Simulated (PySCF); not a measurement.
## Computed NMR parameters against published values

Numbering as in the mapped SMILES `[O-:1][n+:2]1[cH:3][cH:4][cH:5][cH:6][cH:7]1` (H(Xn): hydrogen on atom n).

What is known from experiment: δ $^{15}$N N2 324.4 ppm (measured; solution, cyclohexane; L. Olsson, D. Cremer, J. Phys. Chem. 100 (1996) 16881).
δ $^{17}$O O1 385.1 ppm (measured; CH3CN; Olsson, Cremer, J. Phys. Chem. 1996, 100, 16881).

Method: shielding tensors at B97-2/pcSseg-2 (GIAO), structure optimised with PBE0-D3(BJ)/def2-TZVP, in PySCF (one computed conformer, no relativistic terms, one averaged value for each set of equivalent atoms, in vacuum).

Q: How close does the calculation come?

A: 
Reference values: measured (solution, cyclohexane; L. Olsson, D. Cremer, J. Phys. Chem. 100 (1996) 16881).
```
atoms                   quantity  reference  computed
   N2  δ $^{15}$N vs gaseous NH3      324.4     340.4
```

Reference values: measured (CH3CN; Olsson, Cremer, J. Phys. Chem. 1996, 100, 16881).
```json
{"atoms": "O1", "quantity": "δ $^{17}$O vs H2O (gas)", "reference": "385.1", "computed": "459.1"}
```

Computed shifts are σ(ref) − σ with the named reference compound (TMS for H and C) calculated as an isolated molecule at the same level. The measured values may be among those fitted. Shieldings were converted by a linear fit to measured shifts: $^{17}$O: δ = 275.01 − 0.945σ (rms 12.8 ppm, 79 shifts vs liquid water, solution or neat liquid); $^{15}$N: δ = -149.27 − 0.914σ (rms 6.8 ppm, 34 shifts vs CH3NO2, solution or neat liquid). A few per cent of atoms miss by over 2 rms, more outside the fitted compound classes.

2 of the 4 published NMR values on file for this molecule are compared. The rest: values from further sources.
